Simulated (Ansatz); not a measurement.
Ansatz (an electronic-structure program) input (B3LYP-D3(BJ)/def2-TZVP):

Ansatz 0.2 input:
```yaml
crystal:
  periodic: [false, false, false]
  atoms:
    - {symbol: Si, position_ang: [1.24424861, -0.00824104, -0.03041370]}
    - {symbol: Si, position_ang: [-1.25701057, -0.01101777, 0.03352283]}
    - {symbol: O, position_ang: [-0.00795629, 1.13294115, -0.02608916]}
    - {symbol: O, position_ang: [-0.00477051, -1.15246119, 0.02979927]}
basis:
  gaussian:
    orbitals: def2-TZVP
hamiltonian:
  xc: b3lyp
  dispersion: d3bj
relax: {f_tol: 0.002, max_steps: 150}
```

End of the output:

```
the calculation of the forces begins
reference -19854.89767002 eV, -729.6540312403 hartree; 22, 22 occupied and 114, 114 virtual orbitals, 824 factors
relax step   5: F+E_penalty+E_count = -19855.10578420 eV  Δ(F+E_penalty+E_count) = -5.704e-7 eV  max|allowed force component| = 7.953e-5 eV/Å  Δτ_max = 0.0001 Å  (20 SCF iters, accepted)
integrals: 0.05 GiB planned
824 factors; their error is unknown
mean field: 0.48 GiB planned
mean field -19854.89746688 eV, -729.6540237751 hartree, gradient 3.2e-5 eV, S^2 0.000000; 1 other end points of the search recorded, 0 dependent functions left out
the calculation of the forces begins
reference -19854.89767002 eV, -729.6540312403 hartree; 22, 22 occupied and 114, 114 virtual orbitals, 824 factors
Total energy: -19855.10598733 eV, -729.6616867603 hartree
Atom 0 at     1.223035    -0.008526    -0.029715 Å, force     0.000020    -0.000044    -0.000003 eV/Å
Atom 1 at    -1.235781    -0.010863     0.033127 Å, force     0.000053     0.000038    -0.000006 eV/Å
Atom 2 at    -0.008215     1.162702    -0.026961 Å, force    -0.000080    -0.000009     0.000006 eV/Å
Atom 3 at    -0.004528    -1.182091     0.030369 Å, force     0.000006     0.000016     0.000003 eV/Å
Dipole moment:    -0.000005     0.000000     0.000000 e Å
```
